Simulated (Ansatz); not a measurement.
Input file for C3H8BCl, SMILES `CBC(C)Cl`:

```yaml
crystal:
  periodic: [false, false, false]
  atoms:
    - {symbol: C, position_ang: [-1.640930, 0.211686, -0.576213]}
    - {symbol: B, position_ang: [-0.263394, -0.390903, -0.997372]}
    - {symbol: C, position_ang: [1.022682, -0.303902, -0.101816]}
    - {symbol: C, position_ang: [0.983999, 0.026965, 1.361506]}
    - {symbol: Cl, position_ang: [1.396014, 1.190087, -1.115161]}
    - {symbol: H, position_ang: [-1.604022, 0.940472, 0.235764]}
    - {symbol: H, position_ang: [-2.261605, -0.627737, -0.230441]}
    - {symbol: H, position_ang: [-2.179579, 0.649732, -1.419434]}
    - {symbol: H, position_ang: [-0.159552, -1.005783, -2.020724]}
    - {symbol: H, position_ang: [1.820408, -1.002562, -0.348412]}
    - {symbol: H, position_ang: [0.719424, -0.881720, 1.912061]}
    - {symbol: H, position_ang: [1.952342, 0.372271, 1.729544]}
    - {symbol: H, position_ang: [0.234813, 0.786693, 1.585699]}
basis:
  gaussian: {orbitals: def2-TZVPP}
correlation: {method: ccsd_t}
```

```sh
$ ansatz run in.yaml --threads 4 --pin off --events-out ev --progress --plain --max-ram 10444MiB
```

Log, shortened:

```
Functional definition: HF
1613 factors; integrals over basis functions are off by at most 1.1e-3 eV
mean field evaluation 1: about -16391.3085 eV, gradient 3.5e1 eV
mean field evaluation 2: about -16391.5341 eV, gradient 3.5e1 eV
mean field evaluation 4: about -16395.0287 eV, gradient 3.9e0 eV
mean field evaluation 8: about -16395.0848 eV, gradient 2.5e-1 eV
mean field -16395.08510463 eV, -602.5082646072 hartree, gradient 2.2e-6 eV, S^2 0.000000; 0 other end points of the search recorded, 0 dependent functions left out
9 core orbitals not correlated: weight in the atoms' cores, before any rotation towards them, 1.000 or more for the frozen orbitals, at most 0.000 for the correlated occupied ones
reference -16395.08510463 eV, -602.5082646072 hartree; 15, 15 occupied and 254, 254 virtual orbitals, 1613 factors
second order -22.38731717 eV of doubles, -0.00000000 eV of singles
cycle   1  -23.36347152 eV  change   -9.8e-1 eV  update   9.6e-2
cycle   2  -23.90664244 eV  change   -5.4e-1 eV  update   2.7e-2
cycle   3  -24.00702018 eV  change   -1.0e-1 eV  update   1.3e-2
cycle   4  -24.00143981 eV  change    5.6e-3 eV  update   3.0e-3
cycle   5  -24.00043909 eV  change    1.0e-3 eV  update   1.3e-3
cycle   6  -24.00048468 eV  change   -4.6e-5 eV  update   4.1e-4
cycle   7  -24.00037655 eV  change    1.1e-4 eV  update   1.7e-4
cycle   8  -24.00037601 eV  change    5.4e-7 eV  update   6.2e-5
cycle   9  -24.00038837 eV  change   -1.2e-5 eV  update   2.3e-5
perturbative correction -0.99297861 eV, -0.0364912907 hartree
Total energy: -16420.07847161 eV, -603.4267539026 hartree
```

Hardware: 4 threads of an Arm Neoverse N1 on a shared host. Wall time 5.8 min, peak host memory 7.9 GiB.

The correlation energy is -24.993 eV, 4.0 % of it from (T); the T1 diagnostic reads 0.0104.
